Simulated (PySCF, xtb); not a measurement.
CHS, SMILES [C]S (connectivity only; charge and spin as stated), neutral, multiplicity 2.

Harmonic wavenumbers (cm⁻¹) from xtb with GFN2-xTB at its own minimum, in rising order: 739, 1018, 1944.

What does B3LYP-D3(BJ)/def2-TZVPD run with PySCF give at its own minimum? (Estimate from the structure and the level; the computed values follow.)

792, 931, 2337. Paired by order, the mean absolute difference is 178 cm⁻¹ and the zero-point energies are 5.3 and 5.8 kcal/mol.
